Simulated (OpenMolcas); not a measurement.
# Cu IV: CASPT2 settings compared

| Property | Result |
| --- | --- |
| Program | OpenMolcas |
| Basis | ANO-RCC-VTZP [6s5p3d2f1g] |
| Scalar Hamiltonian | DKH2, point nucleus |
| Active space | 8 electrons in 5 orbitals (3d) |
| State averaging | 2S+1 = 3 even, 10 roots; 2S+1 = 1 even, 15 roots kept (CI in the orbitals of an earlier block) |
| Spin-orbit coupling | state interaction with AMFI integrals over the reference wave functions, term energies averaged over their components |

Methods on the same reference wave functions:
A. CASSCF
B. XMS-CASPT2, IPEA 0.2 Eh, imaginary shift 0.2 Eh (closed shells correlated: 3s 3p)
C. XMS-CASPT2, IPEA 0.6 Eh, no level shift (closed shells correlated: none)
D. XMS-CASPT2, IPEA 0.75 Eh, no level shift (closed shells correlated: 3s 3p)

Energies in cm⁻¹ above 3d⁸ ³F₄, the measured ground level; measured values from Sugar and Musgrove, J. Phys. Chem. Ref. Data 19, 527 (1990).

```csv
Level,A,B,C,D,Measured
3d⁸ ³F₄,0.0,0.0,0.0,0.0,0.0
3d⁸ ³F₃,1820,1823,1822,1823,1861
3d⁸ ³F₂,3051,3030,3040,3030,3078
3d⁸ ¹D₂ [74 %],19659,16460,17940,16270,16248
3d⁸ ³P₂ [75 %],23823,20120,20910,20390,19697
3d⁸ ³P₁,24267,20480,21060,20830,20097
3d⁸ ³P₀,24616,20810,21390,21160,20423
3d⁸ ¹G₄,30499,27610,28700,27390,26913
3d⁸ ¹S₀,73395,62600,65050,61450,61456
```

Deviations, from unrounded energies. A percentage is the sum of absolute deviations over the sum of measured energies, with the sign that they share, or ± where signs differ.

| Against measurement | Levels | A | B | C | D |
| --- | --- | --- | --- | --- | --- |
| mean absolute deviation (cm-1) | 8 | 3900 | 420 | 1300 | 340 |
| fine structure of the ground term (%) | 2 | -1.4 | -1.8 | -1.5 | -1.8 |
| other terms of the ground configuration (%) | 6 | +19.1 | +2.0 | +6.2 | ±1.6 |

D lies closest to measurement on these levels and A furthest from it. The largest miss of D in the table is 3d⁸ ³P₀, by +730 cm-1. The ranking rests on the paired levels alone, and a cruder setting can come out closer through cancelling errors.

Among B to D the level of the table that moves most is 3d⁸ ¹S₀, by 3600 cm-1 (lowest in D, highest in C). Moves below CASPT2's spread within the term are not significant.

The mean deviations of B to D differ by less than CASPT2's widest spread within a term (2700 cm-1), so their order carries little weight.

From A to B the spin-free energies of the other terms of 3d⁸ shown, above ³F, scale by factors of 0.83 to 0.90, as is usual when dynamic correlation screens the repulsion within a d or f shell.

The lowest spin-free term lies below A's lowest term by 0.612 hartree in B, 0.253 hartree in C, 0.602 hartree in D.

CASPT2 breaks the degeneracy within a term, and the mean is taken; among the terms shown or strongly mixed into the levels shown the widest spread is 2700 cm-1 (3d⁸ ³F, D). Terms from blocks run as CI alone lack orbitals of their own. Without dynamic correlation excited terms often stand tens of per cent too high (terms of higher spin than the ground term too low), and those without a measured partner can miss by more than the paired ones (holds for A). Measured partners are found by configuration, term and J. A level has none where our copy of the source lacks it or the pairing is in doubt (some pairs that miss far off the trend of their configuration count as doubtful), and it then counts in no deviation. Only configurations of the active space appear.

A share in square brackets marks a mixed level and gives the weight of the term that names it, the lowest over the columns.
